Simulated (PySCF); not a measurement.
Isomers of C4H12FPSi2, mass 166.020 u with the commonest isotopes. Method used: PBE0/pcSseg-1 in PySCF (dipole) on a GFN2-xTB geometry, gas phase. One conformer each, none proved a minimum here; rigid rotors.

Problem. Order these by out-of-plane moment Σ m c² = (Ia + Ib − Ic)/2, smallest first.
A. `[F:1][CH2:2][CH2:3]/[C:4](=[CH:5]/[SiH3:6])[SiH2:7][PH2:8]` with F1–C2–C3–C4 62°, C2–C3–C4–C5 -104°, C3–C4–Si7–P8 3°, C4–Si7–P8–H -108° and 160°
B. `[F:1][C@H:2]1[CH2:3][C@H:4]([SiH2:5][SiH2:6][PH2:7])[CH2:8]1` with C3–C4–Si5–Si6 -54°, C4–Si5–Si6–P7 -176°, Si5–Si6–P7–H -48° and 45°, F1–C2–C3–C4 130°, C2–C3–C4–Si5 106°, C3–C4–C8–C2 12°, F1–C2–C8–C4 -130°
C. `[F:1][C@H:2]1[CH2:3][C@@H:4]([SiH2:5][SiH2:6][PH2:7])[CH2:8]1` with C3–C4–Si5–Si6 -67°, C4–Si5–Si6–P7 -23°, Si5–Si6–P7–H -160° and -68°, F1–C2–C3–C4 131°, C2–C3–C4–Si5 -135°, C3–C4–C8–C2 13°, F1–C2–C8–C4 -131°
D. `[F:1][C@@H:2]1[CH2:3][C@@H:4]([SiH3:5])[Si@H:6]([PH2:7])[CH2:8]1` with C4–Si6–P7–H -41° and 52°, F1–C2–C3–C4 -67°, C2–C3–C4–Si5 -165°, C3–C4–Si6–P7 129°, C4–Si6–C8–C2 14°

Solution. B (47.54 u·Å²), A (49.40 u·Å²), C (65.08 u·Å²), D (76.04 u·Å²).

Problem. Order these by radius of gyration √(Σ m r²/M), smallest first.
A. `[F:1][CH2:2][CH2:3]/[C:4](=[CH:5]/[SiH3:6])[SiH2:7][PH2:8]` with F1–C2–C3–C4 62°, C2–C3–C4–C5 -104°, C3–C4–Si7–P8 3°, C4–Si7–P8–H -108° and 160°
B. `[F:1][C@H:2]1[CH2:3][C@@H:4]([SiH2:5][SiH2:6][PH2:7])[CH2:8]1` with C3–C4–Si5–Si6 -67°, C4–Si5–Si6–P7 -23°, Si5–Si6–P7–H -160° and -68°, F1–C2–C3–C4 131°, C2–C3–C4–Si5 -135°, C3–C4–C8–C2 13°, F1–C2–C8–C4 -131°
C. `[F:1][C@H:2]1[CH2:3][C@H:4]([SiH2:5][SiH2:6][PH2:7])[CH2:8]1` with C3–C4–Si5–Si6 -54°, C4–Si5–Si6–P7 -176°, Si5–Si6–P7–H -48° and 45°, F1–C2–C3–C4 130°, C2–C3–C4–Si5 106°, C3–C4–C8–C2 12°, F1–C2–C8–C4 -130°
D. `[F:1][C@@H:2]1[CH2:3][C@@H:4]([SiH3:5])[Si@H:6]([PH2:7])[CH2:8]1` with C4–Si6–P7–H -41° and 52°, F1–C2–C3–C4 -67°, C2–C3–C4–Si5 -165°, C3–C4–Si6–P7 129°, C4–Si6–C8–C2 14°

Solution. D (2.271 Å), A (2.477 Å), B (2.571 Å), C (2.678 Å).

Problem. Order these by rotational constant A, largest first.
A. `[F:1][C@H:2]1[CH2:3][C@H:4]([SiH2:5][SiH2:6][PH2:7])[CH2:8]1` with C3–C4–Si5–Si6 -54°, C4–Si5–Si6–P7 -176°, Si5–Si6–P7–H -48° and 45°, F1–C2–C3–C4 130°, C2–C3–C4–Si5 106°, C3–C4–C8–C2 12°, F1–C2–C8–C4 -130°
B. `[F:1][C@@H:2]1[CH2:3][C@@H:4]([SiH3:5])[Si@H:6]([PH2:7])[CH2:8]1` with C4–Si6–P7–H -41° and 52°, F1–C2–C3–C4 -67°, C2–C3–C4–Si5 -165°, C3–C4–Si6–P7 129°, C4–Si6–C8–C2 14°
C. `[F:1][C@H:2]1[CH2:3][C@@H:4]([SiH2:5][SiH2:6][PH2:7])[CH2:8]1` with C3–C4–Si5–Si6 -67°, C4–Si5–Si6–P7 -23°, Si5–Si6–P7–H -160° and -68°, F1–C2–C3–C4 131°, C2–C3–C4–Si5 -135°, C3–C4–C8–C2 13°, F1–C2–C8–C4 -131°

Solution. A (2414 MHz), C (1991 MHz), B (1228 MHz).

| SMILES | point group | Ia (u·Å²) | Ib (u·Å²) | Ic (u·Å²) | κ | μa (D) | μb (D) | μc (D) |
| --- | --- | --- | --- | --- | --- | --- | --- | --- |
| F[C@@H]1C[C@@H]([SiH3])[Si@H](P)C1 | C1 | 411.42 | 521.05 | 780.39 | 0.11 | 1.36 | 0.67 | 0.79 |
| F[C@H]1C[C@H]([SiH2][SiH2]P)C1 | near Cs | 209.33 | 1028.75 | 1143.00 | -0.95 | 0.40 | 1.79 | 0.00 |
| F[C@H]1C[C@@H]([SiH2][SiH2]P)C1 | C1 | 253.80 | 908.31 | 1031.96 | -0.91 | 1.48 | 0.20 | 1.43 |
| FCC/C(=C/[SiH3])[SiH2]P | C1 | 403.42 | 664.62 | 969.23 | -0.35 | 0.73 | 0.69 | 0.51 |
